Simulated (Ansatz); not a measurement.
The same ligand exchange along the group O, S, Se.

Isolated molecules relaxed with PBE0-D4/def2-TZVP in Ansatz; ΔE leaves out vibrations. CCSD(T)/CBS adds triple-zeta CCSD(T) − MP2 to the extrapolated MP2 energy (def2 sets, frozen cores). This one scheme is used for every species. DFT in def2-TZVPP. For Se outer-core shells are correlated without core-valence functions, which leaves a few kJ/mol of doubt a bond. Scalar relativity is left out up to krypton.

```csv
reaction,LDA (SPW92) (kcal/mol),CCSD(T)/def2-SVP (kcal/mol)
`C[O][AlH2]` + `O[SiH3]` → `[AlH2][O][SiH3]` + CH₃OH,-4.1,-6.5
`C[S][AlH2]` + `[SiH3]S` → `[AlH2][S][SiH3]` + CH₃SH,-1.9,-2.8
`C[Se][AlH2]` + `[SiH3][SeH]` → `[AlH2][Se][SiH3]` + `C[SeH]`,-1.5,-2.3
```

Task: Give the CCSD(T)/CBS values in the same order. (Best estimate.)

Result: Ansatz gave: -6.4, -3.1, -2.4 kcal/mol.

Largest T1 diagnostic: 0.012, for `C[O][AlH2]`.
